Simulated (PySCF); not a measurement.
F4V, neutral, multiplicity 2. Atoms are numbered in the order given.

```xyz
5

V      0.0000     0.0000     0.0000
F      1.0227     1.0227     0.8980
F     -1.0227    -1.0227     0.8980
F      1.0227    -1.0227    -0.8980
F     -1.0227     1.0227    -0.8980
```
Charge 0, spin multiplicity 2.

Geometry optimised at PBE0-D3(BJ)/def2-SVP. The geometry has at least one imaginary mode, so it is a saddle point at that level. The multiplicity is an assumed one; other spin states were not compared. The isomer is the one that the SMILES or the coordinates give; other isomers of the formula were not compared.

Level of theory: PBE/def2-TZVP (PySCF).

ESP charges are fitted to the potential on shells at 1.4 to 2.0 van der Waals radii. Atomic charges (e):

```csv
atom,Löwdin,ESP fit,Mulliken spin
V1,0.48,1.10,0.95
F2,-0.12,-0.28,0.01
F3,-0.12,-0.28,0.01
F4,-0.12,-0.28,0.01
F5,-0.12,-0.28,0.01
```
